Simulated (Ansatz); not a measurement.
Computed with Ansatz on PBE0-D4/def2-TZVP structures; ΔE is electronic, products minus reactants. CCSD(T)/CBS adds triple-zeta CCSD(T) − MP2 to the extrapolated MP2 energy (def2 sets, frozen cores). DFT in def2-TZVPP. For Ga outer-core shells are correlated without core-valence functions, which leaves a few kJ/mol of doubt a bond. Scalar relativity is left out up to krypton.

Reaction (redistribution): `F[SiH2][AlH2]` + `B[O][GaH2]` → `[AlH2][O][GaH2]` + `B[SiH2]F`

| species | r2SCANh-D4 energy (Eh) |
| --- | --- |
| `F[SiH2][AlH2]` | -634.15257 |
| `B[O][GaH2]` | -2027.32824 |
| `[AlH2][O][GaH2]` | -2244.91309 |
| `B[SiH2]F` | -416.56880 |

**Question.** Work out ΔE.

**Answer.** ΔE = (-2244.91309) + (-416.56880) − (-634.15257) − (-2027.32824) = -0.00108 Eh = -0.03 eV. CCSD(T)/CBS gives -0.07 eV.

Largest T1 diagnostic among the species: 0.016.

From BLYP to BHLYP (50 % exact exchange), in def2-TZVPP and without D4, ΔE moves by −0.08 eV. At CCSD(T), def2-SVP lies +0.13 eV from the extrapolated value and def2-TZVPP +0.01 eV.
